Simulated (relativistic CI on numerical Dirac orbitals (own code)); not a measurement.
# Cu4+ in a cubic cluster: 1s photoemission with charge transfer

Computed with a charge-transfer multiplet model of a cubic metal-ligand cluster with up to 3 ligand holes, Slater and spin-orbit integrals from Dirac-Coulomb-Breit ions, Slater integrals scaled by 0.9. The ground state mixes d7 with configurations of k ligand holes L, whose averages lie at kΔ + k(k − 1)U_dd/2; a core hole lowers each added d electron by U_cd. 300 K, Lorentzian 1.1 eV and Gaussian 0.6 eV FWHM.

Atomic integrals in eV (Slater integrals scaled, ζ unscaled), ground: F2dd 13.318, F4dd 8.350, zeta_d 0.120; with the core hole: F2dd 14.730, F4dd 9.268, zeta_d 0.161, G2cd 0.094.

Cluster parameters (eV): U_dd = 6.5, U_cd = 7.8, 10Dq = 0.3, 10Dq(ligand) = 0.6, V(eg) = 1.4, V(t2g) = -0.62, final-state hopping factor = 1.

Weights, n_d and S are thermal averages at 300 K. Binding energies count from the first peak over 30 % of the highest in each spectrum, which can be another peak from case to case. The parameters are a model scan and need not match a compound or its usual spin state. Peaks in eV (height, largest 100): 0.0 (100), 2.3 (25), 4.8 (65), 7.3 (60).

Q: Which parameters give this spectrum?
A. Δ = -5 eV
B. Δ = 0 eV
C. Δ = -4 eV
D. Δ = -3 eV
E. Δ = -2 eV

A: C. Δ = -4 eV; the ground state then has 8.12 d electrons and S = 0.55. The choice follows from running the model for each set and comparing peak positions and heights.
